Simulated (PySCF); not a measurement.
**Bond length, frequency and bond energy of PbCl by level of theory**

State: doublet, unpaired electrons π ↑, a mixture of terms (⟨Lz²⟩ = 1.4). Set-up: basis Pb x2c-TZVPPall, Cl x2c-TZVPPall; spin-free X2C with a Gaussian nucleus; PySCF 2.14. De refers to Pb + Cl in their high-spin ground configurations, without counterpoise correction. The functionals are run spin-unrestricted. A positive dipole means Pb(−)Cl(+).

| Level | Re (Å) | ωe (cm⁻¹) | De (eV) | μ (D) | CPU s a point (SCF and correlation, without the integrals) |
| --- | --- | --- | --- | --- | --- |
| UHF | 2.484 | 307 | 2.41 | -4.18 | 7.7 |
| UHF-MP2 | 2.453 | 324 | 3.69 | n/a | 11 |
| UHF-SCS-MP2 | 2.468 | 317 | 3.59 | n/a | n/a |
| UHF-CCSD | 2.466 | 317 | 3.41 | n/a | n/a |
| UHF-CCSD(T) | 2.466 | 318 | 3.54 | n/a | 150 |
| PBE | 2.470 | 309 | 4.01 | -3.24 | 5 |
| PBEsol | 2.443 | 321 | 4.23 | -3.07 | 4 |
| PW91 | 2.469 | 310 | 4.03 | -3.24 | 4 |
| r²SCAN | 2.451 | 320 | 3.91 | -3.34 | 4.7 |
| TPSSh | 2.464 | 313 | 3.87 | -3.47 | 7 |
| PBE0 | 2.453 | 319 | 3.80 | -3.47 | 6.6 |
| M06-2X | 2.471 | 310 | 3.68 | -3.92 | 7.4 |
| LC-ωPBE | 2.430 | 330 | 3.62 | -3.62 | 14 |

The bond length runs from 2.430 Å (LC-ωPBE) to 2.484 Å (UHF). De spans 2.41 eV (UHF, mean field) to 4.23 eV (PBEsol, GGA). Correlation at CCSD(T) changes the Hartree–Fock bond energy by +1.13 eV; the triples alone change it by +0.13 eV.

Correlated steps freeze 39 core orbitals. These are scalar-relativistic numbers at best; spin–orbit coupling would shift them, the dissociation energy most. The state is the lowest determinant that a PBE0 search found; another state may lie lower at other levels.

The whole job (state search and all levels along the bond) took about 18 min on 2 threads of Arm Neoverse V2 (shared host), peak memory 5.3 GiB.
